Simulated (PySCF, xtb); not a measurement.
# A geometry optimisation of CH3FSn with r2SCAN-D4/def2-SVP

The starting geometry of this gas-phase singlet was built from a drawn formula by distance geometry and a force field; its bonds are those of `[CH][SnH2][F]`.

```yaml
atoms:
  - { symbol: C, position_ang: [-0.7291, -0.1993, -3.1574] }
  - { symbol: F, position_ang: [1.4979, -0.3377, -0.6147] }
  - { symbol: Sn, position_ang: [-0.4643, -0.4640, -1.0718] }
  - { symbol: H, position_ang: [-0.4163, 0.7802, -3.4814] }
  - { symbol: H, position_ang: [-1.3310, 0.7035, -0.1987] }
  - { symbol: H, position_ang: [-1.0014, -2.0993, -0.5754] }
```

Problem. Where would you expect an optimisation with r2SCAN-D4/def2-SVP to take it?

Solution. It keeps its bonds, and is `[CH][SnH2][F]`.

The energy falls by 0.35 eV over 17 steps:

| step | E − E(last) (eV) |
| --- | --- |
| 1 | 0.350 |
| 3 | 0.108 |
| 5 | 0.022 |
| 6 | 0.007 |
| 8 | 0.001 |
| 10 | 0.000 |
| 12 | 0.000 |
| 13 | 0.000 |
| 15 | 0.000 |
| 17 | 0.000 |

Final geometry (Å):

```xyz
6

C    -1.1474    0.0838   -3.1309
F     1.2667   -0.2268   -0.6606
Sn   -0.6339   -0.4124   -1.0923
H    -0.1915    0.3775   -3.6367
H    -1.4384    0.6508   -0.0157
H    -0.9972   -2.0612   -0.7969
```

From the same start GFN2-xTB ends elsewhere, differing in C1–F2 (1.32 against 3.47 Å here), F2–Sn3 (3.03 against 1.96 Å here).

The end wasn't checked by frequencies. Atoms past krypton carry core potentials, without spin–orbit terms. Run with PySCF 2.14.0, 90 s on 2 threads of Arm Neoverse V1 (shared host).
